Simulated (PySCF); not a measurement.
C₄H₁₃NP₂Si.
Numbering: `[PH2:1][SiH:2]([PH2:3])[N:4]1[CH2:5][CH2:6][CH2:7][CH2:8]1` (hydrogens: H9, H10 on P1; H11 on Si2; H12, H13 on P3; H14, H15 on C5; H16, H17 on C6; H18, H19 on C7; H20, H21 on C8)

The closed-shell ground state was solved at several levels (PySCF, density fitting, gas phase, non-relativistic). Isolated species at its PBE0-D3(BJ)/def2-SVP geometry (one conformer only).

| level | basis functions | total energy (Eh) | HOMO (eV) | LUMO (eV) | gap (eV) | dipole (D) |
| --- | --- | --- | --- | --- | --- | --- |
| wB97X-D/pcSseg-1 | 222 | -1187.0736 | -8.08 | 1.85 | 9.93 | 2.09 |
| PBE0/pcSseg-1 | 222 | -1186.5169 | -6.22 | 0.11 | 6.33 | 1.99 |

Estimate the row for CAM-B3LYP/def2-SVPD, a basis of 276 functions; the other rows only guide the guess.

Total energy -1186.6730 Eh, HOMO -7.53 eV, LUMO 0.83 eV, gap 8.36 eV, dipole 1.72 D.

Over all these levels, which gives the widest orbital gap and which the narrowest?

wB97X-D/pcSseg-1 (range-separated hybrid) has the widest, 9.93 eV, and PBE0/pcSseg-1 (global hybrid, 25 % exact exchange) the narrowest, 6.33 eV. The two share the basis. From the narrowest to the widest the HOMO moves by -1.86 eV and the LUMO by +1.74 eV.

How far do the dipole and the HOMO energy spread over the levels?

The dipole runs from 1.72 to 2.09 D (mean 1.93 D) and the HOMO from -8.08 to -6.22 eV.

The pairwise dispersion term of wB97X-D wasn't added to the energies; at a given geometry it leaves orbitals and properties as they are.
